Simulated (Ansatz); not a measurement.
Start from `[NH2][SnH]([OH])[F]` and change one atom or group to get `[CH3][SnH]([NH2])[F]`.

Ansatz, PBE0-D4/def2-TZVP geometries, multiplicity 1. Each molecule was computed in one conformer, which needn't be the lowest.

Elements past krypton have def2 core potentials.

| property | `[NH2][SnH]([OH])[F]` |
| --- | --- |
| HOMO energy (PBE/def2-TZVPP) / eV | -6.55 |
| HOMO energy (ωB97M-V/def2-TZVPP) / eV | -10.45 |
| size of the dipole moment (B3LYP/def2-TZVPP) / D | 1.30 |
| HOMO–LUMO gap (PBE/def2-TZVPP) / eV | 4.77 |
| zero-point energy (PBE0-D4/def2-TZVP) / kJ/mol | 124.0 |
| HOMO–LUMO gap (B3LYP/def2-TZVPP) / eV | 6.62 |

Give the same properties after the change, and the shifts. (Estimate.)

The calculation gave: 
| property | `[CH3][SnH]([NH2])[F]` | shift |
| --- | --- | --- |
| HOMO energy (PBE/def2-TZVPP) / eV | -6.01 | 0.54 |
| HOMO energy (ωB97M-V/def2-TZVPP) / eV | -9.84 | 0.61 |
| size of the dipole moment (B3LYP/def2-TZVPP) / D | 3.95 | 2.65 |
| HOMO–LUMO gap (PBE/def2-TZVPP) / eV | 5.05 | 0.28 |
| zero-point energy (PBE0-D4/def2-TZVP) / kJ/mol | 183.2 | 59.2 |
| HOMO–LUMO gap (B3LYP/def2-TZVPP) / eV | 6.80 | 0.18 |

With PBE0 the HOMO rises by 0.60 eV and the LUMO rises by 0.76 eV, so the gap widens by about 0.16 eV. PBE moves the HOMO by 0.54 eV and ωB97M-V by 0.61 eV. The zero-point energy changes by 59.2 kJ/mol with +6 modes. Dipoles are sizes alone; their direction can turn.

B3LYP here is the variant with VWN-RPA as its local correlation; programs differ in this.
